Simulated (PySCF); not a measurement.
Potential energy curve for BCl, singlet.

- RHF/cc-pVTZ (PySCF)
- RKS-r2SCAN = restricted r2SCAN/cc-pVTZ in PySCF 2.14.0
- UHF/cc-pVTZ (PySCF)
- UKS-B3LYP/6-31G* = PySCF with unrestricted B3LYP/6-31G*, spherical d

Energies are in mEh, each relative to the lowest point of its own curve near equilibrium.

```json
[
 {"R / Å": "1.38", "RHF": "93.4", "RKS-r2SCAN": "91.5", "UHF": "94.2", "UKS-B3LYP/6-31G*": "100.4"},
 {"R / Å": "1.47", "RHF": "42.2", "RKS-r2SCAN": "41.5", "UHF": "42.9", "UKS-B3LYP/6-31G*": "46.9"},
 {"R / Å": "1.56", "RHF": "14.6", "RKS-r2SCAN": "14.6", "UHF": "15.1", "UKS-B3LYP/6-31G*": "17.4"},
 {"R / Å": "1.60", "RHF": "7.7", "RKS-r2SCAN": "7.8", "UHF": "8.0", "UKS-B3LYP/6-31G*": "9.8"},
 {"R / Å": "1.65", "RHF": "2.5", "RKS-r2SCAN": "2.6", "UHF": "2.6", "UKS-B3LYP/6-31G*": "3.6"},
 {"R / Å": "1.72", "RHF": "0.0", "RKS-r2SCAN": "0.0", "UHF": "0.0", "UKS-B3LYP/6-31G*": "0.0"},
 {"R / Å": "1.79", "RHF": "1.7", "RKS-r2SCAN": "1.4", "UHF": "1.5", "UKS-B3LYP/6-31G*": "0.5"},
 {"R / Å": "1.84", "RHF": "4.6", "RKS-r2SCAN": "4.0", "UHF": "4.5", "UKS-B3LYP/6-31G*": "2.7"},
 {"R / Å": "1.88", "RHF": "7.8", "RKS-r2SCAN": "6.9", "UHF": "7.6", "UKS-B3LYP/6-31G*": "5.3"},
 {"R / Å": "1.99", "RHF": "19.0", "RKS-r2SCAN": "17.3", "UHF": "18.9", "UKS-B3LYP/6-31G*": "14.8"},
 {"R / Å": "2.14", "RHF": "37.2", "RKS-r2SCAN": "34.6", "UHF": "37.3", "UKS-B3LYP/6-31G*": "31.2"},
 {"R / Å": "2.31", "RHF": "59.0", "RKS-r2SCAN": "55.6", "UHF": "59.3", "UKS-B3LYP/6-31G*": "51.1"},
 {"R / Å": "2.61", "RHF": "95.4", "RKS-r2SCAN": "90.9", "UHF": "96.1", "UKS-B3LYP/6-31G*": "84.7"},
 {"R / Å": "2.86", "RHF": "122.1", "RKS-r2SCAN": "116.4", "UHF": "117.1", "UKS-B3LYP/6-31G*": "109.3"},
 {"R / Å": "3.13", "RHF": "146.7", "RKS-r2SCAN": "139.1", "UHF": "128.2", "UKS-B3LYP/6-31G*": "131.5"},
 {"R / Å": "3.45", "RHF": "170.8", "RKS-r2SCAN": "159.9", "UHF": "134.1", "UKS-B3LYP/6-31G*": "148.1"},
 {"R / Å": "3.77", "RHF": "190.5", "RKS-r2SCAN": "175.1", "UHF": "136.6", "UKS-B3LYP/6-31G*": "158.1"},
 {"R / Å": "4.19", "RHF": "211.0", "RKS-r2SCAN": "188.6", "UHF": "138.0", "UKS-B3LYP/6-31G*": "166.2"},
 {"R / Å": "4.60", "RHF": "226.4", "RKS-r2SCAN": "197.0", "UHF": "138.6", "UKS-B3LYP/6-31G*": "171.0"},
 {"R / Å": "5.16", "RHF": "242.2", "RKS-r2SCAN": "203.7", "UHF": "138.9", "UKS-B3LYP/6-31G*": "174.7"},
 {"R / Å": "5.98", "RHF": "257.8", "RKS-r2SCAN": "208.5", "UHF": "139.1", "UKS-B3LYP/6-31G*": "176.9"},
 {"R / Å": "6.89", "RHF": "268.7", "RKS-r2SCAN": "—", "UHF": "139.1", "UKS-B3LYP/6-31G*": "178.0"}
]
```

At the longest distance, 6.89 Å, RHF lies highest above its minimum (268.7 mEh) and UHF lowest (139.1 mEh).

Dashes: no converged value, or the column stops at the first point that the program doubted or that broke a chosen test of continuity, which isn't proof of a fault.

The restricted form behind RHF, RKS-r2SCAN keeps the bonding electrons paired and can't separate into open-shell fragments. The unrestricted determinant behind UHF is spin-contaminated at 1.47 to 6.89 Å (<S²> up to 1.0, against 0.00 for a pure singlet). The unrestricted determinant behind UKS-B3LYP/6-31G* is spin-contaminated at 3.13 to 6.89 Å (<S²> up to 0.8, against 0.00 for a pure singlet).
